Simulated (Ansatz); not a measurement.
Computed with Ansatz on PBE0-D4/def2-TZVP structures; ΔE is electronic, products minus reactants. CCSD(T)/CBS is the MP2 limit (def2-TZVPP, def2-QZVPP) plus CCSD(T) − MP2 in def2-TZVPP, frozen cores. This one scheme is used for every species. Functionals use def2-TZVPP. One conformer a species, not always the lowest.

`C[SiH](O)O[SiH](O)O` + H–F → `C[Si@H](O)O[Si@@H](O)F` + H₂O  (ligand exchange at the Si–O bond)

```json
{"level": "r2SCAN-D4", "ΔE (kcal/mol)": "-10.9"}
{"level": "r2SCAN", "ΔE (kcal/mol)": "-11.0"}
{"level": "SCS-MP2/def2-TZVPP", "ΔE (kcal/mol)": "-10.5"}
{"level": "HF/def2-QZVPP", "ΔE (kcal/mol)": "-11.9"}
```

What does CCSD(T)/CBS give? (Estimate.)

The calculation gave: -10.6 kcal/mol. The listed levels differ from it by -0.3, -0.4, 0.1, -1.3 kcal/mol.

Largest T1 diagnostic among the species: 0.012.

In def2-TZVPP, CCSD(T) changes the Hartree–Fock value by +1.2 kcal/mol (the triples alone add +0.2 kcal/mol) and MP2 by +1.6 kcal/mol.
